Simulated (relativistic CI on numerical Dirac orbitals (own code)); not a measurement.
**Crystal-field levels of Co4+, 3d5**

Calculated by Dirac-Coulomb-Breit CI, separate exchange-only KLI orbitals for each configuration, QED by a radiative potential, valence Slater integrals scaled by 0.7, one configuration in a parametric crystal field (own radial code).

Field parameters in Wybourne normalisation: Oh B⁴₀ = 21Dq, B⁴₄ = √(5/14) B⁴₀. The field is a parameter set, without covalency.

S is read from ⟨S²⟩ = S(S + 1).

Site symmetry Oh; labels are those of the double group. Computed levels in cm⁻¹ above the lowest, in rising order:

```
Δ (size of 10Dq)  Lowest    No. 2     No. 3     No. 4     No. 5     No. 6     No. 7     No. 8
            5000      Γ7     0 Γ8  26212 Γ7  26263 Γ8  26357 Γ8  26456 Γ6  28502 Γ7  28581 Γ8
            9000      Γ7     0 Γ8  22579 Γ7  22668 Γ8  22808 Γ8  22923 Γ6  26969 Γ7  27052 Γ8
           13000      Γ7     0 Γ8  18672 Γ7  18869 Γ8  19061 Γ8  19191 Γ6  22578 Γ7  23382 Γ8
           17000      Γ7     0 Γ8  13922 Γ7  14757 Γ8  15228 Γ8  15378 Γ6  16056 Γ7  16351 Γ8
           21000      Γ7     1 Γ8   6987 Γ7   8226 Γ8  11345 Γ8  11493 Γ8  11527 Γ6  11560 Γ7
           25000      Γ7   558 Γ8    600 Γ7   1251 Γ8   8046 Γ8   8137 Γ8   8169 Γ7   8232 Γ6
           29000      Γ7  1191 Γ8   8110 Γ8   8116 Γ7  11835 Γ8  11906 Γ8  11969 Γ7  11972 Γ6
           33000      Γ7  1177 Γ8  14814 Γ8  14859 Γ7  15657 Γ8  15786 Γ6  16734 Γ8  16756 Γ7
           37000      Γ7  1165 Γ8  19115 Γ8  19173 Γ7  19498 Γ8  19631 Γ6  24053 Γ8  24055 Γ7
           41000      Γ7  1156 Γ8  23049 Γ8  23102 Γ7  23362 Γ8  23498 Γ6  30837 Γ6  30846 Γ8
```

Ground-state S against |10Dq| in cm⁻¹: 5000: 2.50, 9000: 2.50, 13000: 2.50, 17000: 2.50, 21000: 2.49, 25000: 0.70, 29000: 0.51, 33000: 0.51, 37000: 0.51, 41000: 0.50.

The spin changes between |10Dq| = 21000 and 25000 cm⁻¹.
